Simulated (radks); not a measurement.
Q: Tm38+, configuration [Ar] 3d10 4s2 4p1. All-electron calculation, Dirac Kohn-Sham, LB94 model potential, spin-unpolarised, spherical densities, finite nucleus; open shells fill j = l - 1/2 first; Fermi nuclear charge, rms radius 5.2256 fm. Program: a radial shooting solver on a logarithmic mesh with Libxc functionals.

Spin-orbit splittings of the eigenvalues, e(l+1/2) - e(l-1/2), with zeta = 2 splitting/(2l+1) and mean radii in bohr:

shell  occ.  splitting (eV)  zeta (eV)  <r> j=l-1/2  <r> j=l+1/2
2p        6           992.1      661.4      0.06978      0.07714
3p        6           216.0      144.0       0.2066       0.2196
3d       10           48.11      19.25       0.1923       0.1963
4p        1           70.88      47.25       0.4325       0.4514
4d        0               ?          ?       0.4385       0.4438

Estimate the 4d splitting.

A: 15.69 eV (zeta = 6.277 eV).
